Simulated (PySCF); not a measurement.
**Optical rotation: `C[C@@H]1O[S@@](=O)O[C@@H]1F`, C₃H₅FO₃S**

Geometry:
```tsv
atom	x (Å)	y (Å)	z (Å)
C1	-1.592	0.531	-0.146
C2	-0.188	0.384	0.422
O3	0.753	1.138	-0.296
S4	1.943	0.223	-1.026
O5	3.206	0.806	-0.739
O6	1.662	-1.038	0.104
C7	0.338	-1.077	0.378
F8	-0.316	-1.765	-0.632
H9	-2.284	-0.079	0.427
H10	-1.892	1.573	-0.087
H11	-1.617	0.216	-1.186
H12	-0.164	0.732	1.465
H13	0.146	-1.642	1.298
```

Method: TDDFT B3LYP/def2-SVPD circular dichroism and optical rotation, one conformer, gas phase in PySCF. Geometry: GFN2-xTB.

States above about 8.1 eV (minus the energy of the highest occupied orbital) lie near or above the ionisation threshold and depend on the basis.

Stereocentres: C2 S, S4 R, C7 R.

Question: What is the specific rotation at 633, 589.3, 546, 436, 405, 365, 355 nm?

Answer: [α] in deg dm⁻¹ (g/mL)⁻¹:
| λ (nm) | origin-invariant length gauge | modified velocity gauge | length gauge (centre of mass) | isotropic polarisability (au) |
| --- | --- | --- | --- | --- |
| 633 | +89.6 | +88.5 | +88.2 | 67.9 |
| 589.3 | +106.3 | +105.1 | +104.6 | 68.2 |
| 546 | +128.2 | +126.8 | +126.3 | 68.4 |
| 436 | +233.3 | +231.4 | +230.1 | 69.6 |
| 405 | +289.9 | +287.9 | +286.1 | 70.1 |
| 365 | +404.3 | +402.5 | +399.4 | 71.0 |
| 355 | +444.8 | +443.1 | +439.6 | 71.3 |

Question: And for the mirror image at 589.3 nm?

Answer: -106.3 deg dm⁻¹ (g/mL)⁻¹ (origin-invariant length gauge): the same size and the opposite sign.

Question: What is the molar rotation [Φ] = [α]·M/100 of the geometry above at 589.3 nm?

Answer: With M = 140.13 g/mol, +148.9 deg cm² dmol⁻¹ (origin-invariant length gauge).

The first excitation lies at 5.83 eV (213 nm) with R = +18.9 × 10⁻⁴⁰ esu² cm² (velocity form).
